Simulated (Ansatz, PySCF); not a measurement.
C3H6Si, SMILES `C=C[Si]C` (lower singlet; C–C–Si–C torsion 179°) (charge 0, multiplicity 1). This singlet lies 1.07 eV below the relaxed triplet at the level B3LYP-D3(BJ)/def2-TZVP (PySCF).

Cartesian coordinates (Å):
```xyz
10

C      2.1824     0.2082    -0.0850
C      0.8558     0.2091    -0.2688
Si    -0.2604     0.7796     1.1383
C     -1.9398     0.5643     0.2625
H      2.6160     0.5270     0.8590
H      2.8887    -0.1024    -0.8498
H      0.4786    -0.1211    -1.2368
H     -2.0676    -0.4854    -0.0304
H     -2.7912     0.8561     0.8774
H     -1.9625     1.1464    -0.6664
```
Charge 0, spin multiplicity 1.

Frozen-core energies in 6-31g from Ansatz (an electronic-structure program) at a geometry from B3LYP-D3(BJ)/def2-TZVP; the HF reference has <S^2> = 0.00 (restricted, and unstable towards unrestricted orbitals) and the T1 diagnostic is 0.011.

```
level    energy (Ha)
-------  -----------
HF        -405.87510
MP2       -406.18477
CCSD      -406.23094
CCSD(T)   -406.24118
```

Q: Estimate the energies of CCSDT and CCSDT(Q), and give each level's difference from CCSDT(Q).

A: 
```tsv
level	energy (Ha)	difference from CCSDT(Q) (mHa)
MP2	-406.18477	57.93
CCSD	-406.23094	11.75
CCSD(T)	-406.24118	1.52
CCSDT	-406.24197	0.73
CCSDT(Q)	-406.24270	0.00
```
